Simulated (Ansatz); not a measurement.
A nudged elastic band was laid between two geometries of C₃H₁₁NOSi (17 atoms, charge 0, multiplicity 1).

Theory: RKS LDA/def2-SVP in Ansatz 0.2.0.

```json
{
  "movable images": "5",
  "climbing image": "yes",
  "spring": "5.0 eV/Å²",
  "optimiser": "quadratic models (default)",
  "start path": "through a guess of the saddle point",
  "force threshold": "0.03 eV/Å",
  "iteration limit": "60",
  "end points": "relaxed"
}
```

First end point:

```xyz
17
Properties=species:S:1:pos:R:3
C -0.555 -1.210 0.812
C -0.009 -0.271 -0.240
C 1.503 -0.356 -0.307
N -0.692 -0.536 -1.492
Si -0.617 1.485 0.106
O 0.198 2.251 1.353
H -0.145 -0.984 1.820
H -0.271 -2.265 0.573
H -1.665 -1.161 0.857
H 1.909 0.300 -1.110
H 1.831 -1.402 -0.521
H 1.971 -0.030 0.648
H -0.225 -0.060 -2.277
H -0.713 -1.546 -1.708
H -0.328 2.312 -1.118
H -2.098 1.418 0.389
H -0.112 2.053 2.253
```

Last end point:

```xyz
17
Properties=species:S:1:pos:R:3
C -0.756 -1.467 0.595
C -0.029 -0.335 -0.099
C 1.479 -0.484 0.049
N -0.476 -0.252 -1.475
Si -0.581 1.316 0.614
O 0.105 2.400 -0.463
H -0.514 -1.519 1.679
H -0.454 -2.445 0.146
H -1.855 -1.368 0.470
H 2.009 0.370 -0.430
H 1.816 -1.423 -0.452
H 1.801 -0.533 1.113
H -0.029 0.556 -1.937
H -0.209 -1.104 -1.996
H -2.086 1.433 0.643
H -0.049 1.527 2.016
H -0.191 3.326 -0.432
```

(1) What changes between the two ends?

(2) Give the energies along the band, and the barrier.

(3) What is the geometry of the highest image?

(4) What are the harmonic wavenumbers there?

Results:

(1) No bond is made or broken. The dihedral N4–C2–Si5–H16 goes from 67 to -172°.

(2) It converged. The highest image is number 3 of 0 to 6, 0.142 eV above the first end and 0.166 eV above the last; the last end lies 0.025 eV below the first. A vibrational analysis at the climbing image gives one clearly imaginary mode, 75i cm⁻¹: a first-order saddle point.

| image | path coordinate (Å) | energy (eV) | dihedral N4–C2–Si5–H16 (°) |
| --- | --- | --- | --- |
| 0 | 0.00 | 0.000 | 67 |
| 1 | 0.97 | 0.041 | 84 |
| 2 | 1.95 | 0.112 | 102 |
| 3 | 2.92 | 0.142 | 123 |
| 4 | 4.20 | 0.101 | 151 |
| 5 | 5.48 | 0.042 | 169 |
| 6 | 6.76 | -0.025 | -172 |

(3) 
```xyz
17
Properties=species:S:1:pos:R:3
C -0.771 -1.343 0.629
C -0.095 -0.287 -0.223
C 1.409 -0.299 0.017
N -0.469 -0.525 -1.605
Si -0.787 1.436 0.245
O 0.447 2.524 0.543
H -0.566 -1.206 1.712
H -0.398 -2.357 0.344
H -1.871 -1.338 0.474
H 1.924 0.490 -0.573
H 1.832 -1.289 -0.278
H 1.672 -0.141 1.090
H -0.040 0.168 -2.235
H -0.127 -1.454 -1.907
H -1.540 2.033 -0.909
H -1.695 1.289 1.448
H 1.055 2.297 1.269
```

(4) 75i, 153, 203, 223, 254, 274, 283, 310, 351, 358, 429, 575, 590, 684, 782, 793, 844, 851, 873, 902, 909, 949, 962, 1045, 1156, 1208, 1256, 1301, 1318, 1360, 1369, 1390, 1395, 1542, 2110, 2186, 2918, 2927, 3004, 3023, 3039, 3064, 3354, 3464, 3779 cm⁻¹.

The run took 80 s on 2 threads of Intel(R) Xeon(R) 6975P-C (Granite Rapids) (shared host), peak memory 0.21 GiB.
